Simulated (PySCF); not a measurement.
C2H13NOSi3, SMILES C[Si](C)(N[SiH3])O[SiH3].

Geometry: PBE-D3(BJ)/def2-SVP. Other conformers were not sampled.

These are PySCF with PBE-D3(BJ)/def2-SVP values and carry that method's errors.

Frequencies are harmonic and unscaled.

Problem. List the normal modes with their intensities. (An estimate is asked for; the answer gives what the named calculation found.)

Solution. 
```
mode  ν (cm⁻¹)  IR (km/mol)   moving atoms (share of kinetic energy)
----  --------  -----------  ---------------------------------------
1           14          0.5          H 40 %, Si 25 %, O 21 %, C 15 %
2           20          1.4          H 31 %, Si 29 %, C 22 %, N 17 %
3           38          0.2                                   H 79 %
4           54          0.9                                   H 93 %
5           61          0.2          Si 53 %, H 20 %, C 13 %, O 11 %
6          117          1.2           C 30 %, Si 29 %, H 27 %, O 9 %
7          153          0.1                                   H 98 %
8          169          0.1                                   H 95 %
9          197          0.1          C 36 %, H 34 %, Si 13 %, O 11 %
10         200          0.2           N 30 %, O 28 %, H 23 %, C 19 %
11         231          3.2           Si 58 %, H 16 %, O 10 %, N 8 %
12         268         11.2   H 33 %, Si 22 %, O 19 %, N 17 %, C 9 %
13         275          3.9                  H 65 %, Si 14 %, C 13 %
14         312         60.1           H 51 %, N 20 %, C 11 %, O 10 %
15         536          0.6  C 30 %, H 27 %, Si 19 %, O 14 %, N 10 %
16         603          4.3                          Si 45 %, H 38 %
17         659          2.3                           H 60 %, C 32 %
18         660          0.4                  H 40 %, C 32 %, Si 25 %
19         684         39.5                           H 84 %, Si 9 %
20         694         25.9                           H 81 %, Si 9 %
21         713         12.0                           H 77 %, C 16 %
22         714         38.0                  H 78 %, Si 11 %, O 10 %
23         761         36.8           H 51 %, N 25 %, Si 14 %, C 9 %
24         776        133.1                  Si 40 %, H 35 %, C 23 %
25         803        168.8                  H 61 %, C 20 %, Si 16 %
26         835        127.5           H 53 %, Si 20 %, C 17 %, N 9 %
27         894         56.8                                   H 96 %
28         910        550.7                  H 43 %, N 30 %, Si 25 %
29         912         70.0                                   H 96 %
30         918         58.6                                   H 95 %
31         925         98.2                                   H 89 %
32         956        468.1                          H 80 %, Si 14 %
33         974          7.7                           H 88 %, Si 8 %
34        1041        321.5                  O 72 %, Si 17 %, H 11 %
35        1133        210.6                           H 58 %, N 36 %
36        1217         46.2                           H 76 %, C 23 %
37        1221         36.1                           H 78 %, C 21 %
38        1372          0.1                                   H 95 %
39        1376          0.3                                   H 96 %
40        1384          6.7                                   H 96 %
41        1386          3.4                                   H 96 %
42        2132        142.7                                   H 96 %
43        2142        173.7                                   H 98 %
44        2149        128.5                                   H 96 %
45        2149         76.6                                   H 97 %
46        2163         90.9                                   H 97 %
47        2183        127.9                                   H 97 %
48        2971          1.4                                   H 97 %
49        2973          1.6                                   H 97 %
50        3066          0.1                            H 91 %, C 9 %
51        3068         12.7                            H 91 %, C 9 %
52        3079          2.3                            H 91 %, C 9 %
53        3079          4.9                            H 91 %, C 9 %
54        3509         39.0                                   H 93 %
```
